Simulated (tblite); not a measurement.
Compound: C3H3F4S (doublet state).
Z-matrix (Å and degrees, GFN2-xTB geometry), rows numbered from 1:
```
C 
S   1  1.6938
C   2  1.8530  1  101.92
F   3  1.3545  2  111.20  1    42.50
C   3  1.5336  2  111.78  1   -79.93
F   5  1.3320  3  113.49  2    64.10
F   5  1.3368  3  110.34  2   -56.51
F   5  1.3374  3  111.22  2  -175.07
H   1  1.0706  2  120.78  3    37.86
H   1  1.0699  2  115.33  3  -161.68
H   3  1.0962  2  107.12  1   161.44
```

Level: GFN2-xTB in tblite, geometry and Hessian alike; calculated harmonic values, unscaled, isolated species. This tight-binding method is rough: wavenumbers can miss measured ones by several per cent, in bad cases by 10 to 20. One conformer, not necessarily the lowest. Open shells enter through the occupations alone, without spin polarisation, and single modes of such species can be off by tens of per cent.

Harmonic wavenumbers (cm⁻¹): 34.1, 85.4, 138.1, 191.8, 214.0, 237.8, 298.7, 356.9, 421.5, 463.2, 465.2, 512.6, 624.8, 691.6, 828.9, 878.9, 909.8, 1052.7, 1067.3, 1090.2, 1161.2, 1168.3, 1246.4, 1324.3, 2946.5, 3139.9, 3201.7.

A = 2682, B = 1306, C = 1186 MHz; mass 146.989 u (most abundant isotopes); point group C1, symmetry number 1; spin multiplicity 2.

Question: Zero-point energy?

Answer: Half the sum of the wavenumbers: 12376 cm⁻¹ = 35.38 kcal/mol.

Question: Entropy at 298.15 K, 1 bar (ideal gas, RRHO, classical rotation)?

Answer: Translation 40.89, rotation 28.74, vibration 25.35, spin (R ln 2) 1.38: S = 96.4 cal/(mol K).

Question: And Cp and H(298.15 K) − H(0)?

Answer: Cp = 32.94 cal/(mol K), of which vibrations give 24.99 (their classical limit is 27 R = 53.7); H(298.15 K) − H(0) = 6.31 kcal/mol without the zero-point energy, 3.94 from vibrations.

Question: What must be added to the electronic energy to get the Gibbs energy at 298.15 K and 1 bar?

Answer: ZPE + [H(298.15 K) − H(0)] − T·S = 35.38 + 6.31 − 28.73 = 12.96 kcal/mol.

Question: Blend soft modes into free rotors: weight 1/[1 + (100 cm⁻¹/ν̃)⁴] for the oscillator and the rest for a rotor with moment μB/(μ + B), μ = h/(8π²ν), B = 10⁻⁴⁴ kg m². What vibrational entropy results?

Answer: 23.19 cal/(mol K) in place of 25.35, which changes −T·S at 298.15 K by +0.64 kcal/mol.

Hindered rotation and anharmonicity are outside this model. Other conformers, if any are populated, would add a mixing term that is left out. The structure is chiral; the term R ln 2 for an equal mix with its mirror image is left out.
